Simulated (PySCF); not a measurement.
Match the calculated data to a structure.

All candidates are C4H4F3NO.

| technique | computed result |
| --- | --- |
| Triplet | lowest triplet excitation (Tamm–Dancoff): 4.77 eV [TDA PBE0/def2-SVPD] |
| UV, strongest line | among the 6 lowest singlet transitions: S2 at 7.16 eV (173 nm, f = 0.226) [TDDFT PBE0/def2-SVPD] |
| 1H NMR | chemical shifts (computed TMS as zero) by class: 8.77 (1 H), 3.09 (1 H), 2.66 (1 H), 2.40 (1 H) ppm [GIAO PBE0/pcSseg-1] |
| 13C NMR | chemical shifts (computed TMS as zero) by class: 163.0 (1 C), 132.9 (1 C), 36.7 (1 C), 26.9 (1 C) ppm [GIAO PBE0/pcSseg-1] |
| UV, first state | lowest singlet excitation: 5.38 eV (230 nm, f = 0.003) [TDDFT PBE0/def2-SVPD] |
| Polarisability | 59.9 au [PBE0/def2-SVPD] |
| Rotational structure | rotational constants A, B, C: 3.128, 1.146, 1.036 GHz [GFN2-xTB] |

The electronic properties come from PySCF, for the isolated species, density fitting. Levels stand in brackets. One conformer (not necessarily the lowest) at the GFN2-xTB geometry, without solvent, vibrations or thermal averaging. NMR values are class means; diastereotopic atoms form classes of their own.

Question: Which candidate is it?
A. `[H]/N=C\C(=O)CC(F)(F)F`
B. `N#CC[C@H](O)C(F)(F)F`
C. `CO[C@@H](C#N)C(F)(F)F`
D. `O=CN1C[C@H]1C(F)(F)F`

Answer: D. It is `O=CN1C[C@H]1C(F)(F)F`. Numbering: `[O:1]=[CH:2][N:3]1[CH2:4][C@H:5]1[C:6]([F:7])([F:8])[F:9]`. Its formula, C4H4F3NO, gives 2 degrees of unsaturation: 1 ring and 1 π bond in the structure found. 4 carbons fall into 4 classes; from least to most shielded: amide carbonyl carbon [C2] (163.0 ppm), CF3 carbon [C6] (132.9 ppm), ring sp3 carbon bound to nitrogen [C5] (36.7 ppm), ring sp3 carbon bound to nitrogen [C4] (26.9 ppm). Hydrogen classes from least to most shielded: 1 H on an amide carbonyl carbon, C2 (8.77 ppm), 1 H on an sp3 carbon bound to nitrogen, C5 (3.09 ppm), 1 H on an sp3 carbon bound to nitrogen, C4 (2.66 ppm), 1 H on an sp3 carbon bound to nitrogen, C4 (2.40 ppm). S1 is mainly HOMO→LUMO (weight 0.85); the largest Löwdin shares of the orbital it empties are 0.58 on the amide oxygen, 0.16 on the amide nitrogen, 0.13 on the amide carbonyl carbon and 0.06 on the formyl hydrogen, of the orbital it fills 0.37 on the amide carbonyl carbon, 0.29 on the amide oxygen, 0.14 on the amide nitrogen and 0.07 on the formyl hydrogen. The optimised geometry has point group C1 and is an asymmetric top.

The others, at the same levels:
- `CO[C@@H](C#N)C(F)(F)F` fails: its computed 13C shifts are 130.7 (1 C), 116.8 (1 C), 72.5 (1 C), 60.1 (1 C) ppm, 1H shifts are 4.20 (1 H), 3.77 (3 H) ppm and lowest singlet excitation is 7.02 eV (177 nm, f = 0.002) (against 5.38 eV).
- `[H]/N=C\C(=O)CC(F)(F)F` fails: its computed 13C shifts are 186.5 (1 C), 165.4 (1 C), 133.0 (1 C), 51.5 (1 C) ppm, 1H shifts are 13.48 (1 H), 8.63 (1 H), 3.34 (2 H) ppm and smallest rotational constant is 0.936 GHz (against 1.036 GHz).
- `N#CC[C@H](O)C(F)(F)F` fails: its computed 13C shifts are 133.6 (1 C), 119.0 (1 C), 74.4 (1 C), 19.2 (1 C) ppm, 1H shifts are 4.40 (1 H), 2.86 (1 H), 2.74 (1 H), 1.84 (1 H) ppm and rotational constant A is 2.421 GHz (against 3.128 GHz).

Each candidate is one conformer, not necessarily the lowest. Dipoles, sizes and rotational constants follow the conformer. The torsions of the flexible species, by atom-mapped SMILES:
- `[O:1]=[CH:2][N:3]1[CH2:4][C@H:5]1[C:6]([F:7])([F:8])[F:9]`: O1–C2–N3–C4 41°, C4–C5–C6–F7 30°
- `[CH3:1][O:2][C@@H:3]([C:4]#[N:5])[C:6]([F:7])([F:8])[F:9]`: C1–O2–C3–C4 68°, O2–C3–C6–F7 60°
- `[H]/[N:1]=[CH:2]\[C:3](=[O:4])[CH2:5][C:6]([F:7])([F:8])[F:9]`: N1–C2–C3–O4 -4°, C2–C3–C5–C6 -71°, C3–C5–C6–F7 -173°
- `[N:1]#[C:2][CH2:3][C@H:4]([OH:5])[C:6]([F:7])([F:8])[F:9]`: C2–C3–C4–O5 -171°, C3–C4–C6–F7 50°, H–O5–C4–C3 -175°
